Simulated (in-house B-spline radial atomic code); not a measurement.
The numbers below are computed, except where a source is named.
# Two electrons in Ge: a parabolic dot with ħω = 0.45 meV in all three directions with an ionised donor at its centre

For Ge the NSM archive of the Ioffe Institute lists m_l = 1.6 m0, m_t = 0.08 m0 and ε = 16.2; the model takes one isotropic valley with the conductivity mass 3/(1/m_l + 2/m_t) = 0.117 m0, and so misses anisotropy and the other valleys. All triplets below are those of one valley; with several valleys two electrons can form a triplet in the 1s orbital itself, at an energy set by the valley splitting. Real donors also feel a central-cell potential, which shifts the ground state.

Effective-mass model with parabolic bands, a uniform dielectric constant, no image charges, no central-cell or spin-orbit terms. Two-electron levels come from full CI in B-splines with partial waves to l = 5 (up to 0.001 effective hartree above the limit).

Problem. What are the effective units, and what is the potential in them?

Solution. Ha* = 27211.386 meV × 0.117/16.2² = 12.13 meV and a* = 0.0529177 nm × 16.2/0.117 = 7.327 nm. The frequency is ω = 0.0371 Ha*, with −1/r added.

In these units the lowest s and p orbitals lie at -0.497950 and -0.107356, and their Coulomb and exchange integrals are J_ss = 0.628214, J_sp = 0.268051 and K_sp = 0.02143. Full CI gives -0.514438 for the ground singlet, -0.409931 for the sp triplet, -0.405482 for the sp singlet and -0.422828 for the lowest triplet of two s orbitals.

Problem. What does it cost to add the second electron, to first order and exactly?

Solution. To first order E = 2ε_s + J_ss = -0.367686, so the charging energy E(2) − 2E(1) is J_ss = 7.621 meV. CI gives -0.514438 − 2 × (-0.497950) = 0.481463, or 5.841 meV: relaxation and correlation lower it by 1.78 meV, 23.4 % of J_ss. The s² configuration of one-electron orbitals holds 68.0 % of the state, and the mean radius is 17.7 nm.

Problem. How far above the singlet do the triplets lie?

Solution. To first order the sp triplet lies at ε_s + ε_p + J_sp − K_sp = -0.358681, which is 0.1093 meV above 2ε_s + J_ss. CI gives -0.409931 − (-0.514438) = 0.104507, or 1.268 meV, 27 % of the orbital spacing of 4.738 meV. The ss triplet lies 1.111 meV up, so the lower of the two is the ss one, and its gap equals k_BT at 12.9 K. The sp singlet-triplet splitting is 0.05397 meV, against 2K_sp = 0.5198 meV.
